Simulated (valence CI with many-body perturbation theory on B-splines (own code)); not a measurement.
**Level structure of Ta⁴⁰⁺**

Method: configuration interaction combined with many-body perturbation theory (CI+MBPT): five valence electrons over a frozen Dirac-Fock core [Ar] 3d10, a basis of 11 s, 11 p, 10 d, 8 f, 5 g, 2 h functions for each j, with the one-electron correlation potential Σ1 (screened to all orders), the two-electron term Σ2, the three-electron term Σ3, Breit, model QED; selected single and double excitations, second order for the rest, scaled by the run's own slope (own B-spline code, finite nucleus).

No measured spectrum was set against this ion. As an estimate, large intervals hold to a few tenths of a per cent, small ones and those within an open d or f shell to about a per cent. Among the levels kept, up to 2100 cm⁻¹ of a level comes from second order outside the variational space, and about a tenth of that is noise between levels of different J, which matters for small intervals.

Levels 91 to 135 of 180, with energies above the lowest level, (4s^2 4p1/2^2 4p3/2) J=3/2. "Leading %" is the weight of the configuration and term that name the level; weights of strongly mixed levels are sums over their largest components and can fall short, so below about 35 % the name and the second component can differ from the true leading terms, or belong to a minority configuration. In the jj column 3d3/2^4 stands for four electrons in 3d with j = 3/2. Lifetimes count E1, E2, E3, M1 and M2 decay at the calculated energies, and are blank where another channel may lead or the interval is too uncertain; long ones can be off by a factor of two.

```
No.  Configuration  Term     J  E (eV)  Leading %     Second component  Lifetime                     Leading jj
 91     4s2 4p2 4f   4D°   3/2  432.77         19  17 % 4s2 4p2 4f 2P°   2.11 ps  4s^2 4p1/2 4p3/2 4f5/2 (29 %)
 92     4s2 4p2 4f   2F°   7/2  433.54         20  18 % 4s2 4p2 4f 2G°   7.70 ps  4s^2 4p1/2 4p3/2 4f7/2 (68 %)
 93     4s2 4p2 4f   2P°   1/2  434.31         24   20 % 4s 4p3 4d 4D°   1.39 ps  4s 4p1/2 4p3/2^2 4d3/2 (46 %)
 94     4s2 4p2 4f   2D°   5/2  434.52         20  11 % 4s2 4p 4d2 4D°   2.90 ps  4s^2 4p1/2 4p3/2 4f7/2 (36 %)
 95      4s 4p3 4d   4P°   5/2  436.70         25  11 % 4s2 4p 4d2 2F°    875 fs  4s 4p1/2 4p3/2^2 4d3/2 (44 %)
 96      4s 4p3 4d   4P°   3/2  436.74         22   11 % 4s 4p3 4d 4D°    625 fs  4s 4p1/2 4p3/2^2 4d3/2 (50 %)
 97     4s2 4p2 4f   2F°   7/2  436.75         28  13 % 4s2 4p 4d2 4D°   2.75 ps  4s^2 4p1/2 4p3/2 4f7/2 (34 %)
 98     4s2 4p2 4f   4G°   9/2  438.07         29  24 % 4s2 4p2 4f 4F°   2.78 ps  4s^2 4p1/2 4p3/2 4f7/2 (64 %)
 99      4s 4p3 4d   4P°   1/2  438.82         41   41 % 4s 4p3 4d 2S°   1.72 ps  4s 4p1/2 4p3/2^2 4d5/2 (80 %)
100     4s2 4p2 4f   2D°   3/2  440.21         15   13 % 4s 4p3 4d 2D°    960 fs  4s 4p1/2 4p3/2^2 4d3/2 (45 %)
101     4s2 4p2 4f   2H°   9/2  440.44         22  16 % 4s2 4p2 4f 4G°   1.14 ps  4s^2 4p1/2 4p3/2 4f5/2 (48 %)
102     4s2 4p2 4f   4G°   7/2  440.60         23   12 % 4s 4p3 4d 4G°    830 fs  4s^2 4p1/2 4p3/2 4f5/2 (40 %)
103      4s 4p3 4d   2G°   9/2  440.97         28  21 % 4s2 4p2 4f 2G°   4.93 ps  4s^2 4p1/2 4p3/2 4f7/2 (46 %)
104     4s2 4p2 4f   4G°   5/2  441.73         14   12 % 4s 4p3 4d 4G°    849 fs  4s 4p1/2 4p3/2^2 4d3/2 (47 %)
105     4s2 4p2 4f   4F°   3/2  442.33         25   10 % 4s 4p3 4d 2D°    989 fs  4s 4p1/2 4p3/2^2 4d3/2 (42 %)
106     4s2 4p2 4f   2H°  11/2  442.44         44   30 % 4s 4p3 4d 4G°   3.13 ps  4s^2 4p1/2 4p3/2 4f7/2 (65 %)
107      4s 4p3 4d   4D°   5/2  442.92         32   21 % 4s 4p3 4d 4P°   2.21 ps  4s 4p1/2 4p3/2^2 4d5/2 (74 %)
108      4s 4p3 4d   2P°   1/2  444.72         48   14 % 4s 4p3 4d 2S°    586 fs  4s 4p1/2 4p3/2^2 4d3/2 (69 %)
109      4s 4p3 4d   2P°   3/2  446.24         28   13 % 4s 4p3 4d 2D°   1.69 ps  4s 4p1/2 4p3/2^2 4d5/2 (81 %)
110      4s 4p3 4d   2F°   7/2  447.07         47   9 % 4s2 4p2 4f 2G°   1.75 ps  4s 4p1/2 4p3/2^2 4d5/2 (59 %)
111      4s 4p3 4d   4D°   5/2  447.47         17  15 % 4s2 4p2 4f 2F°   2.27 ps  4s 4p1/2 4p3/2^2 4d5/2 (51 %)
112      4s 4p3 4d   2G°   7/2  447.54         20   19 % 4s 4p3 4d 4D°   1.09 ps  4s 4p1/2 4p3/2^2 4d5/2 (46 %)
113      4s 4p3 4d   2D°   5/2  448.96         30   9 % 4s2 4p2 4f 2F°   1.67 ps  4s 4p1/2 4p3/2^2 4d5/2 (48 %)
114      4s 4p3 4d   2F°   7/2  449.43         16  14 % 4s2 4p2 4f 2G°   1.04 ps  4s 4p1/2 4p3/2^2 4d5/2 (37 %)
115     4s2 4p2 4f   2D°   3/2  449.67         12  12 % 4s2 4p2 4f 2P°   1.19 ps  4s^2 4p1/2 4p3/2 4f7/2 (29 %)
116      4s 4p3 4d   2G°   9/2  450.71         24  17 % 4s2 4p2 4f 2H°   1.54 ps  4s 4p1/2 4p3/2^2 4d5/2 (33 %)
117      4s 4p3 4d   4D°   5/2  453.97         12   10 % 4s 4p3 4d 2F°    534 fs  4s 4p1/2 4p3/2^2 4d3/2 (52 %)
118      4s 4p3 4d   2F°   7/2  454.34         33   29 % 4s 4p3 4d 4D°   1.36 ps  4s 4p1/2 4p3/2^2 4d5/2 (83 %)
119      4s 4p3 4d   4D°   1/2  454.46         29  14 % 4s2 4p2 4f 2P°    596 fs  4s 4p1/2 4p3/2^2 4d3/2 (58 %)
120      4s 4p3 4d   2P°   3/2  454.49         13   10 % 4s 4p3 4d 4D°    524 fs  4s 4p1/2 4p3/2^2 4d3/2 (50 %)
121     4s2 4p 4d2   2P°   1/2  455.72         52  14 % 4s2 4p 4d2 4D°   1.27 ps      4s^2 4p1/2 4d5/2^2 (67 %)
122      4s 4p3 4d   4D°   3/2  456.62         21    9 % 4s 4p3 4d 2P°    968 fs  4s 4p1/2 4p3/2^2 4d5/2 (59 %)
123      4s 4p3 4d   2G°   9/2  456.77         34  21 % 4s2 4p 4d2 2H°   1.23 ps  4s 4p1/2 4p3/2^2 4d5/2 (52 %)
124      4s 4p3 4d   2F°   5/2  457.71         38   13 % 4s 4p3 4d 4F°   1.54 ps  4s 4p1/2 4p3/2^2 4d5/2 (74 %)
125      4s 4p3 4d   2F°   5/2  459.48         17   12 % 4s 4p3 4d 2D°   1.14 ps  4s 4p1/2 4p3/2^2 4d5/2 (61 %)
126      4s 4p3 4d   4D°   7/2  459.56         17  14 % 4s2 4p 4d2 2F°    774 fs  4s 4p1/2 4p3/2^2 4d5/2 (44 %)
127      4s 4p3 4d   2D°   3/2  460.75         27   26 % 4s 4p3 4d 2P°   1.24 ps  4s 4p1/2 4p3/2^2 4d5/2 (71 %)
128      4s 4p3 4d   2F°   7/2  464.90         28   13 % 4s 4p3 4d 2G°    853 fs  4s 4p1/2 4p3/2^2 4d5/2 (59 %)
129      4s 4p3 4d   2D°   5/2  465.98         32   11 % 4s 4p3 4d 4P°    806 fs  4s 4p1/2 4p3/2^2 4d5/2 (68 %)
130      4s 4p3 4d   2S°   1/2  466.69         32   20 % 4s 4p3 4d 2P°    869 fs  4s 4p1/2 4p3/2^2 4d5/2 (78 %)
131      4s 4p3 4d   2D°   3/2  467.57         29   10 % 4s 4p3 4d 2P°    779 fs  4s 4p1/2 4p3/2^2 4d5/2 (74 %)
132      4s 4p3 4d   2F°   5/2  472.52         33   19 % 4s 4p3 4d 2D°    736 fs  4s 4p1/2 4p3/2^2 4d5/2 (75 %)
133      4s 4p3 4d   2D°   3/2  476.24         28   24 % 4s 4p3 4d 2P°    631 fs  4s 4p1/2 4p3/2^2 4d5/2 (67 %)
134     4s 4p2 4d2    4F   3/2  477.35         39   36 % 4s 4p2 4d2 6G   16.1 ps      4s 4p1/2^2 4d3/2^2 (91 %)
135     4s 4p2 4d2    4F   5/2  481.73         25   19 % 4s 4p2 4d2 6G   15.9 ps      4s 4p1/2^2 4d3/2^2 (85 %)
```

Where two levels of one J and parity lie close, their mixing, g and order are uncertain.
